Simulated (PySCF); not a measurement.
Two species compared at the same levels of theory.

First species: C6H12O2Si.
SMILES with atom numbers: `[CH3:1][C:2](=[O:3])[C@@:4]1([CH3:5])[CH2:6][C@@H:7]1[O:8][SiH3:9]` (hydrogens: H10, H11, H12 on C1; H13, H14, H15 on C5; H16, H17 on C6; H18 on C7; H19, H20, H21 on Si9)

Second species: C6H12O2Si.
InChI=1S/C6H12O2Si/c1-4(7)2-5-3-6(5)8-9/h5-6H,2-3H2,1,9H3/t5-,6+/m1/s1

Levels: PBE0/pcSseg-1 for dipole moment, HOMO energy, LUMO energy and HOMO–LUMO gap; GFN2-xTB for rotational constant A and rotational constant C. Geometries: GFN2-xTB. All species are isolated and taken at one optimised geometry, non-relativistic unless stated; the electronic structure was computed with PySCF and density fitting.

The conformers computed, where there is a choice (atom-mapped SMILES and torsion angles):
- `[CH3:1][C:2](=[O:3])[C@@:4]1([CH3:5])[CH2:6][C@@H:7]1[O:8][SiH3:9]`: C1–C2–C4–C5 6°, C6–C7–O8–Si9 98°
- `[CH3:1][C:2](=[O:3])[CH2:4][C@@H:5]1[CH2:6][C@@H:7]1[O:8][SiH3:9]`: C1–C2–C4–C5 -156°, C2–C4–C5–C6 157°, C6–C7–O8–Si9 103°

Values for the first species:

| Property | Result |
| --- | --- |
| Dipole moment | 2.19 D |
| HOMO energy | -7.13 eV |
| LUMO energy | -0.36 eV |
| HOMO–LUMO gap | 6.77 eV |
| Rotational constant A | 2.912 GHz |
| Rotational constant C | 0.658 GHz |

(1) Estimate the same properties for the second species, and the change in each.

Results:

(1) 
```
             property      first     second  second less first
        dipole moment     2.19 D     2.48 D            +0.29 D
          HOMO energy   -7.13 eV   -7.05 eV           +0.08 eV
          LUMO energy   -0.36 eV   -0.14 eV           +0.22 eV
        HOMO–LUMO gap    6.77 eV    6.91 eV           +0.14 eV
rotational constant A  2.912 GHz  1.985 GHz         -0.927 GHz
rotational constant C  0.658 GHz  0.662 GHz         +0.004 GHz
```

On the first: The dipole matches unit charges of opposite sign 0.46 Å apart (1 e·Å = 4.8032 D).

On the second: A dipole of 2.48 D is allowed in C1, and pure rotational transitions are dipole-allowed. The dipole equals about 8.3 × 10⁻³⁰ C·m (1 D = 3.33564 × 10⁻³⁰ C·m).
